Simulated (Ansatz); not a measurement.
Cost and result up the ladder for the cluster Cd3Te3 (6 atoms). The state is a singlet with charge 0. Geometry: PBE-D4/def2-SVP.

```tsv
atom	x (Å)	y (Å)	z (Å)
Cd1	-1.7923	1.1165	0.3107
Cd2	-0.5284	-0.2741	-2.0494
Cd3	3.4520	-1.0630	2.4743
Te4	1.4401	-1.1322	-0.3811
Te5	0.2416	0.1711	1.8480
Te6	-2.8130	1.1817	-2.2025
```

Ansatz on 2 threads of AMD EPYC 7R13 on a shared host. Times are rough, and most runs start from the orbitals of an earlier one. r2SCAN0-D4/def2-TZVP serves as the yardstick here, not as an exact answer. Binding counts from free atoms at the same level (Cd singlet, Te triplet; other spins of the atoms weren't run), without zero-point energy.

In the def2 sets Cd, Te take a core potential; there is no spin–orbit coupling. Correlated methods freeze 12 core orbitals; core or outer-core shells of Cd, Te are correlated, in sets that lack core-valence functions. Another isomer (singlet) lies 0.23 eV lower at PBE0-D4/def2-TZVP; other spin states weren't run for this one.

```csv
level,functions,binding energy per atom (eV),difference from r2SCAN0-D4/def2-TZVP (eV)
r2SCAN-D4/def2-TZVP,270,1.32,0.05
PBE-D4/def2-TZVP (with forces),270,1.37,0.10
MP2/def2-TZVP,270,1.30,0.03
BLYP-D4/def2-TZVP,270,1.22,-0.05
r2SCAN0-D4/def2-TZVP,270,1.27,0.00
PBE0-D4/def2-TZVP,270,1.33,0.06
```

Problem. Estimate how long each takes.

Solution. BLYP-D4/def2-TZVP 9 s; PBE-D4/def2-TZVP (with forces) 10 s; r2SCAN-D4/def2-TZVP 16 s; PBE0-D4/def2-TZVP 19 s; MP2/def2-TZVP 24 s; r2SCAN0-D4/def2-TZVP 27 s. On shared hardware such times vary by a factor of up to 3.
